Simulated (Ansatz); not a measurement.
One change: `C[CH2][Mg][OH]` becomes `C[CH2][Mg][Br]`.

Ansatz, PBE0-D4/def2-TZVP geometries, multiplicity 1. Each molecule was computed in one conformer, which needn't be the lowest.

Scalar relativity is left out up to krypton.

```
                                      property  `C[CH2][Mg][OH]`
           LUMO energy (B3LYP/def2-TZVPP) / eV             -1.00
zero-point energy (PBE0-D4/def2-TZVP) / kJ/mol             198.4
           HOMO–LUMO gap (PBE/def2-TZVPP) / eV              4.12
            LUMO energy (PBE0/def2-TZVPP) / eV             -0.71
             LUMO energy (PBE/def2-TZVPP) / eV             -1.42
          HOMO–LUMO gap (PBE0/def2-TZVPP) / eV              5.94
```

(1) Give the same properties after the change, and the shifts. (An estimate is asked.)

## Answers

(1) Computed: 
| property | `C[CH2][Mg][Br]` | shift |
| --- | --- | --- |
| LUMO energy (B3LYP/def2-TZVPP) / eV | -1.37 | -0.37 |
| zero-point energy (PBE0-D4/def2-TZVP) / kJ/mol | 170.1 | -28.3 |
| HOMO–LUMO gap (PBE/def2-TZVPP) / eV | 4.05 | -0.07 |
| LUMO energy (PBE0/def2-TZVPP) / eV | -1.11 | -0.40 |
| LUMO energy (PBE/def2-TZVPP) / eV | -1.80 | -0.38 |
| HOMO–LUMO gap (PBE0/def2-TZVPP) / eV | 5.86 | -0.08 |

With PBE0 the HOMO falls by 0.32 eV and the LUMO falls by 0.40 eV, so the gap narrows by about 0.08 eV. PBE moves the HOMO by -0.31 eV and ωB97M-V by -0.28 eV. The zero-point energy changes by -28.3 kJ/mol with -3 modes.

B3LYP here is the variant with VWN-RPA as its local correlation; programs differ in this.

Spin–orbit coupling is left out; it splits and shifts lone-pair levels of the heavy atoms by tenths of an eV.
